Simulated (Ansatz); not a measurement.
Start from `NC(O)(O)[SiH2]F` and change one atom or group to get `NC(O)O`.

Ansatz, PBE0-D4/def2-TZVP geometries, multiplicity 1. Each molecule was computed in one conformer, which needn't be the lowest.

```csv
property,`NC(O)(O)[SiH2]F`
HOMO–LUMO gap (PBE0/def2-TZVPP) / eV,7.93
HOMO–LUMO gap (ωB97M-V/def2-TZVPP) / eV,11.92
HOMO–LUMO gap (B3LYP/def2-TZVPP) / eV,7.45
size of the dipole moment (PBE/def2-TZVPP) / D,2.36
HOMO energy (PBE0/def2-TZVPP) / eV,-7.51
HOMO energy (ωB97M-V/def2-TZVPP) / eV,-9.86
```

(1) Give the same properties after the change, and the shifts. (Estimate.)

## Answers

(1) The calculation gave: 
```json
{"property": "HOMO–LUMO gap (PBE0/def2-TZVPP) / eV", "`NC(O)O`": "8.64", "shift": "0.71"}
{"property": "HOMO–LUMO gap (ωB97M-V/def2-TZVPP) / eV", "`NC(O)O`": "12.47", "shift": "0.55"}
{"property": "HOMO–LUMO gap (B3LYP/def2-TZVPP) / eV", "`NC(O)O`": "8.02", "shift": "0.57"}
{"property": "size of the dipole moment (PBE/def2-TZVPP) / D", "`NC(O)O`": "1.10", "shift": "-1.26"}
{"property": "HOMO energy (PBE0/def2-TZVPP) / eV", "`NC(O)O`": "-7.58", "shift": "-0.07"}
{"property": "HOMO energy (ωB97M-V/def2-TZVPP) / eV", "`NC(O)O`": "-10.01", "shift": "-0.15"}
```

With PBE0 the HOMO falls by 0.07 eV and the LUMO rises by 0.65 eV, so the gap widens by about 0.72 eV. PBE moves the HOMO by 0.02 eV and ωB97M-V by -0.15 eV. Dipoles are sizes alone; their direction can turn.

B3LYP here is the variant with VWN-RPA as its local correlation; programs differ in this.
